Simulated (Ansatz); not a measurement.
[GaFH3]- (GaH3F⁻). Charge -1, multiplicity 1. Geometry r2SCAN-D4/def2-TZVPD, basis def2-TZVPD, Ansatz.

```xyz
5

Ga    0.0878    0.0326   -0.0386
F    -1.5146   -0.5635    0.6674
H     1.0892   -1.2292   -0.0045
H     0.5763    1.2368    0.9139
H    -0.2387    0.5233   -1.5381
```

| run | HOMO (eV) | LUMO (eV) |
| --- | --- | --- |
| A | -2.40 | 4.44 |
| B | -3.63 | 4.76 |
| C | -3.81 | 4.87 |
| D | -2.61 | 4.93 |
| E | -5.13 | 5.57 |
| F | -4.82 | 5.57 |

LC-ωPBE has ω = 0.4 bohr⁻¹.

Problem. The runs used BHLYP, CAM-B3LYP, LC-ωPBE, PBE0, r2SCAN0, ωB97X-V. Estimate which is which.

Solution. A PBE0 (25 % exact exchange); B BHLYP (50 % exact exchange); C CAM-B3LYP (range-separated); D r2SCAN0 (25 % exact exchange); E LC-ωPBE (range-separated); F ωB97X-V (range-separated). Exact exchange lowers occupied and raises empty levels; among semilocal functionals meta-GGAs tend to open the gap a little, and such runs are hard to tell apart. The gap grows from 6.84 eV (PBE0) to 10.70 eV (LC-ωPBE).
